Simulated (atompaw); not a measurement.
## europium: one change to a PAW (atompaw) potential, before and after

europium (Eu), PAW, made with atompaw 4.2.0.5 (LDA (PW92), scalar-relativistic). Core [Kr] 4d10, reference 4f6 5s2 5p6 5d1 6s2 6p0. Waves: 5s (bound): rc 2.25 bohr; 6s (bound): rc 1.95 bohr; 5p (bound): rc 2.40 bohr; 6p (bound, empty): rc 2.90 bohr; 5d (bound): rc 2.90 bohr; 5d channel at 1.45 Ry: rc 2.90 bohr; 4f (bound): rc 0.80 bohr; 4f channel at -0.25 Ry: rc 0.80 bohr. Local part: vpsmatchnc scheme with l = 4 at 0.5 Ry, radius 1.95 bohr. Core correction: smooth core density matched at 2.65 bohr. Augmentation charge: sinc compensation charge, radius 2.70 bohr; PAW radius 2.90 bohr; waves and projectors: custom polynom gramschmidtortho.

Change: local potential vpsmatchnc scheme with l = 4 at 0.5 Ry, radius 2.68 bohr.

Cutoffs: the cutoffs (Ry, on a coarse ladder) from which the occupation-weighted sum of valence levels, in a spherical-Bessel basis at the reference potential, stays within 10 and 1 mRy of its value at 400 Ry; they do not see the model core or the augmentation charge, which bear on the density cutoff.

Question: What does the change do?

Answer: Both files keep a bound ghost (s); the range in which the d phases agree widens (upper end 2.9 → at the end of the scan).

| quantity | base | changed |
| --- | --- | --- |
| cutoff, loose | 300 Ry | 300 Ry |
| cutoff, tight | over 300 Ry | over 300 Ry |
| loose cutoff by channel (10 mRy a level) | s 15 Ry, p 12 Ry, d 8 Ry, f 200 Ry | s 8 Ry, p 12 Ry, d 8 Ry, f 200 Ry |
| bound ghosts | s | s |
| s: phases at 2.91 bohr within 0.05 rad from the reference energy up to (Ry; the scan ends near 5) | to the end of the scan | to the end of the scan |
| p: phases at 2.91 bohr within 0.05 rad from the reference energy up to (Ry; the scan ends near 5) | 0.6 | 0.7 |
| d: phases at 2.91 bohr within 0.05 rad from the reference energy up to (Ry; the scan ends near 5) | 2.9 | to the end of the scan |
| f: phases at 2.91 bohr within 0.05 rad from the reference energy up to (Ry; the scan ends near 5) | to the end of the scan | 4.8 |
| lowest overlap eigenvalue by channel | s 0.15, p 0.68, d 0.90, f 0.98 | s 0.06, p 0.68, d 0.90, f 0.99 |

 A true bound ghost makes a file unfit for plane-wave use even where its test errors are small: the radial tests pick states by their node count and pass the ghost by. The cutoffs see the waves, projectors and local potential, not the compensation charge or the core.
